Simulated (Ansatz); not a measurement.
Two isomers of C2H4FNOSi: A = `N[Si]1(F)C=CO1`, B = `N#CC(O)(F)[SiH3]`.

Program: Ansatz. Geometries: PBE0-D4/def2-TZVP. ΔE: electronic, gas phase. CBS: MP2 limit from def2 TZ/QZ plus the TZ coupled-cluster correction, frozen cores. DFT in def2-TZVPP. B3LYP here is the variant with VWN-RPA as its local correlation; programs differ in this. Each species was taken in one conformer, which may not be the lowest.

A:

Z-matrix (Å, degrees):
```
Si
F 1 1.587
C 1 1.820 2 121.1
O 1 1.713 2 108.6 3 88.1
N 1 1.680 2 105.1 3 -143.5
C 1 2.130 2 123.3 3 46.1
H 3 1.076 1 147.8 2 -75.6
H 5 1.005 1 122.5 2 174.8
H 5 1.006 1 122.2 2 -22.9
H 6 1.087 1 169.5 2 84.1
```

B:

```xyz
10

N     2.180   -1.549    0.330
C     1.163   -1.102    0.032
C    -0.108   -0.456   -0.334
O    -0.107   -0.029   -1.638
F    -1.105   -1.406   -0.138
Si   -0.489    1.064    0.800
H     0.204   -0.736   -2.218
H    -1.781    1.615    0.333
H     0.616    2.036    0.644
H    -0.574    0.563    2.190
```

Problem. Which is lower in electronic energy at CCSD(T)/CBS, and by how much? (Best estimate.)

Solution. The calculation gave: A, by 98.7 kcal/mol.

Problem. Give E(B) − E(A) in kcal/mol with CCSD/def2-TZVPP, B3LYP-D4, B2PLYP, MP2/def2-TZVPP, CCSD(T)/def2-TZVPP, ωB97M-V, B3LYP. (An estimate is asked.)

Solution. Computed: CCSD/def2-TZVPP 95.2, B3LYP-D4 94.0, B2PLYP 95.1, MP2/def2-TZVPP 98.4, CCSD(T)/def2-TZVPP 94.5, ωB97M-V 97.7, B3LYP 93.7. None reverses the order clearly.

Largest T1 diagnostic: 0.014.

From PBE to PBE0 (25 % exact exchange), in def2-TZVPP and without D4, E(B) − E(A) moves by +5.5 kcal/mol.
